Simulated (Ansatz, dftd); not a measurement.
Reaction: CHClF2 (SMILES FC(F)Cl) → F (doublet) + CHClF (SMILES F[CH]Cl, doublet) (the C-F bond breaks)
Each species at its own B3LYP-D3(BJ)/def2-TZVP minimum (Ansatz, a first-principles code).

Property: bond dissociation energy (electronic), in kcal/mol. Open shells are spin-unrestricted; no spin-orbit coupling. Cores are frozen in correlated methods. Rows without X2C or -DK are non-relativistic. CBS(X,Y): correlation extrapolated as X^-3, Hartree-Fock from the larger set (Q,5: extrapolated as (X+1)exp(-9√X)). A bracket is a step between two methods taken in the basis named. The functionals are non-relativistic, so their misses hold any scalar relativity. Double hybrids freeze cores in their MP2 part. '+ core + X2C': CCSD(T) terms for core correlation (cc-pwCVTZ, 1s frozen past Ne) and scalar relativity (cc-pVTZ-DK).

```
level                                                                                        program  bond dissociation energy (kcal/mol)  difference against the last row
------------------------------------------------------------------------------------  --------------  -----------------------------------  -------------------------------
HF/cc-pV(T+d)Z                                                                                Ansatz                                 77.8                            -43.6
r2SCAN-D4/def2-TZVPD                                                                  Ansatz + dftd4                                117.0                             -4.4
r2SCANh/def2-TZVPD                                                                            Ansatz                                114.9                             -6.5
wB97X-V/def2-TZVPD                                                                            Ansatz                                120.0                             -1.4
B2PLYP-D3(BJ)/def2-TZVPD                                                              Ansatz + dftd3                                117.8                             -3.6
CCSD(T)/CBS(cc-pV(T+d)Z,cc-pV(Q+d)Z)                                                          Ansatz                                121.6                              0.2
CCSD(T)/CBS(cc-pV(Q+d)Z,cc-pV(5+d)Z)                                                          Ansatz                                121.4                              0.0
CCSDT(Q)/cc-pV(D+d)Z                                                                          Ansatz                                110.6                            -10.8
CCSD(T)/CBS(cc-pV(Q+d)Z,cc-pV(5+d)Z) + [CCSDT(Q) - CCSD(T)]/cc-pV(D+d)Z + core + X2C          Ansatz                                121.4                              0.0
```
